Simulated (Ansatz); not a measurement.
Stepwise reaction of `[NH2][GeH2][NH2]` with ammonia, as a gas-phase model of exchange steps in deposition or etching. ΔE in kJ/mol; ΔG adds harmonic PBE0-D4 terms to CCSD(T)/CBS, at 1 bar.

Gas-phase electronic energies from Ansatz, PBE0-D4/def2-TZVP geometries. CCSD(T)/CBS is the MP2 limit (def2-TZVPP, def2-QZVPP) plus CCSD(T) − MP2 in def2-TZVPP, frozen cores. This one scheme is used for every species. Functionals use def2-TZVPP. B3LYP here is the variant with VWN-RPA as its local correlation; programs differ in this. For Ge outer-core shells are correlated without core-valence functions, which leaves a few kJ/mol of doubt a bond. Scalar relativity is left out up to krypton. Each species was taken in one conformer, which may not be the lowest.

```
step                                                              reaction  PBE-D4  B3LYP-D4  ωB97M-V  CCSD(T)/CBS  ΔG(600 K)
   2  `[NH2][GeH]([NH2])[NH2]` + NH₃ → `[NH2][Ge]([NH2])([NH2])[NH2]` + H₂    -0.6      -3.1     -3.8         -6.3       -2.8
```

Question: Give the row of step 1, `[NH2][GeH2][NH2]` + NH₃ → `[NH2][GeH]([NH2])[NH2]` + H₂. (Estimate.)

Answer: Ansatz gave: 
```json
{"step": "1", "reaction": "`[NH2][GeH2][NH2]` + NH₃ → `[NH2][GeH]([NH2])[NH2]` + H₂", "PBE-D4": "2.7", "B3LYP-D4": "1.6", "ωB97M-V": "0.5", "CCSD(T)/CBS": "-1.8", "ΔG(600 K)": "-5.3"}
```

Question: By hand: ΔE of the 2 steps together at CCSD(T)/CBS.

Answer: (-1.8) + (-6.3) = -8.1 kJ/mol, or -4.0 kJ/mol a step.

In ΔE the steps differ by no more than 4.5 kJ/mol. ΔG lies between -5.3 and -2.8 kJ/mol a step. PBE-D4 differs from CCSD(T)/CBS by 4.5 to 5.7 kJ/mol a step. Isolated molecules leave out the surface, adducts and barriers. Largest T1 diagnostic: 0.010.
